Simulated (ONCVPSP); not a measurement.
**nitrogen (N): one change to an ONCV potential, before and after**

ONCVPSP 4.0.1 input, shortened (lines: element, Z, core and valence counts, functional; n l f; lmax; l rc ep ncon nbas qcut; lloc lpopt rc5 dvloc0; l nproj debl; icmod fcfact rcfact), PBE, scalar-relativistic:

```
  N 7.00    1    2        4      upf
    1    0    2.00
    2    0    2.00
    2    1    2.00
    2
    0    0.85    0.00    4    7    8.70
    1    2.15    0.00    3    7    6.50
    2    1.85    0.16    4    8    5.90
    4    5    0.65    0.00
    0    2    3.60
    1    2    1.10
    2    2    2.20
    2    0.25    0.60
```

All-electron outer shells of the reference configuration (PBE, scalar-relativistic, ld1.x):

| shell | level (eV) | outermost node (bohr) | outermost maximum (bohr) |
| --- | --- | --- | --- |
| 1s | -401.68 | – | 0.15 |
| 2s | -32.46 | 0.32 | 0.99 |
| 2p | -20.69 | – | 0.92 |

Change: all radii but the core radius scaled by about 1.15 (s 0.98, p 2.46, d 2.12 bohr); local potential polynomial inside 0.74 bohr (lpopt 5, dvloc0 0 Ha).

Cutoffs: the cutoffs (Ha) at which the residual kinetic energy of the hardest occupied pseudo-wave falls to 1 and 0.1 mHa per electron; they do not see the model core or the augmentation charge, which bear on the density cutoff. Errors are all-electron minus pseudo energies relative to the spin-unpolarised reference configuration.

Question: How do hardness, ghosts and transferability respond?

Answer: The potential gets neither clearly harder nor softer (31 Ha and 40 Ha → 30 Ha and 39 Ha); of the 4 tests that both files solve, the error grows in 4 and shrinks in 0 by more than 15 % and 0.3 meV (median size 192.4 → 258.2 meV); neither file shows a bound ghost. More of the atom is replaced by a form fitted at one configuration, so other configurations suffer.

```tsv
quantity	base	changed
cutoff, loose	31 Ha	30 Ha
cutoff, tight	40 Ha	39 Ha
loose cutoff by channel	s 31 Ha, p 14 Ha	s 30 Ha, p 13 Ha
bound ghosts	none	none
GHOST(+) flags under 300 eV	none	d at 68.5 eV
error for 2s2 2p3, meV [ΔE -13.59 eV]	+96	+136
error for 2s2 2p1, meV [ΔE 28.85 eV]	+288	+381
error for 2s2 2p0, meV [ΔE 75.94 eV]	+1703	+2169
error for 2s1 2p3, meV [ΔE 11.78 eV]	-2.7	-11
rms error of d²Exc/dni dnj with the model core, mHa	2.37	1.86
```
